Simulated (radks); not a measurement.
Results of a calculation; reference values are marked as such.
Effect of the nuclear size on the bromine ion Br10+, [Ar] 3d7. Code: a radial shooting solver on a logarithmic mesh with Libxc functionals. Model: Dirac Kohn-Sham, BLYP, spin-unpolarised, spherical densities, finite nucleus; open shells fill j = l - 1/2 first; Fermi nuclear charge, rms radius 4.1629 fm. The rms radius is varied about that value; shifts are against it.

rms radius (fm)  total energy shift (eV)  density at nucleus (e/bohr^3)  1s1/2 shift (meV)  2s1/2 shift (meV)  3s1/2 shift (meV)  3p1/2 shift (meV)  3d5/2 shift (meV)  4s1/2 (empty) shift (meV)
3.5718                            -0.143                      4.489e+04              -60.7              -6.12              -1.05              0.078              0.062                     -0.237
3.9506                           -0.0537                      4.454e+04              -22.8              -2.30             -0.395              0.029              0.023                     -0.089
4.1629                                 0                      4.437e+04              0.000              0.000              0.000              0.000              0.000                      0.000
4.3586                            0.0518                      4.421e+04               22.0               2.22              0.381             -0.028             -0.023                      0.086
5.0538                             0.254                      4.372e+04                108               10.8               1.87             -0.138             -0.110                      0.420

Slopes of the eigenvalues against <r^2> in GHz/fm^2, as finite differences over the two radii next to the reference (eigenvalue slopes, not the field-shift constants of lines): 1s1/2 3190, 2s1/2 322, 3s1/2 55.4, 3p1/2 -4.11, 3d5/2 -3.28, 4s1/2 (empty) 12.5.
